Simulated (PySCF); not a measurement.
**IO₂F₃, singlet: molecular constants**

Level of theory: PySCF, PBE0, basis I def2-SVP with ECP28, O def2-SVP, F def2-SVP (scalar-relativistic core potentials, no spin–orbit coupling, density fitting).

The structure is a minimum.

```xyz
6
charge 0 multiplicity 1, angstrom
I     0.0000    0.1082    0.0000
O     0.0000    0.7993    1.6373
O     0.0000    0.7993   -1.6373
F     0.0000   -1.7860    0.0000
F     1.8923   -0.1409    0.0000
F    -1.8923   -0.1409    0.0000
```

| Property | Result |
| --- | --- |
| Point group | C2v |
| Bond lengths | I–F 1.894 Å, I–F 1.909 Å (×2), I–O 1.777 Å (×2) |
| Bond angles | F–I–F 82.5° (×2), F–I–F 165.0°, F–I–O 92.9° (×4), F–I–O 112.9° (×2), O–I–O 134.2° |
| Zero-point energy | 33.3 kJ/mol |
| Principal quadrupole moments (Buckingham, traceless) about the centre of mass | -2.57, -1.55, 4.12 D Å |
| Dipole moment | 0.08 D |
| Lowest empty level | -5.33 eV |
| Principal polarisabilities | 33.3, 36.0, 41.9 bohr³ |
| Heat capacity Cp at 298.15 K | 99.8 J/(mol K) |
| Enthalpy at 298.15 K above 0 K | 20.06 kJ/mol |
| Highest occupied level | -10.70 eV |
| Rotational symmetry number | 2 |
| Atomisation energy without zero-point energy | 998 kJ/mol |
| Rotational constants | 0.09973, 0.07686, 0.076 cm⁻¹ |
| Entropy at 298.15 K and 1 bar | 342.1 J/(mol K) |

Harmonic modes (masses in u: I 126.904, O 15.995, F 18.998):
| symmetry | ω (cm⁻¹) | IR (km/mol) |
| --- | --- | --- |
| b2 | 147 | 0.8 |
| a1 | 151 | 2.5 |
| a1 | 273 | 38.4 |
| b2 | 299 | 39.8 |
| b1 | 309 | 0.1 |
| a2 | 321 | 0.0 |
| b1 | 336 | 51.0 |
| a1 | 616 | 0.1 |
| a1 | 662 | 61.9 |
| b1 | 687 | 157 |
| a1 | 855 | 22.5 |
| b2 | 908 | 39.7 |

In C2v the vibrations span 3b2 + 5a1 + 3b1 + a2. The a2 mode carries no infrared intensity, as symmetry demands.

Charges (e):
```tsv
atom	Mulliken	Löwdin	polar tensor	Mayer order to I1
I1	1.94	1.89	2.60	–
O2,3	-0.45	-0.47	-0.49	1.54
F4	-0.32	-0.29	-0.54	0.81
F5,6	-0.36	-0.33	-0.54	0.78
```

Mulliken populations on I1 (electrons outside its core potential): s 3.51, p 8.67, d 10.88.

Counting electrons, iodine keeps none of its valence electrons outside its bonds, so the VSEPR class is AX5 and the expected shape is trigonal bipyramidal; with unlike ligands the computed point group is C2v.

This need not be the most stable arrangement of these atoms.

The final relaxation and frequency run took 87 s on 2 threads of a shared Arm Neoverse V1 host, with 96 basis functions and 21 gradients; the process peaked at 1.5 GiB. Launch command: `OMP_NUM_THREADS=2 python axn.py task.json out`.
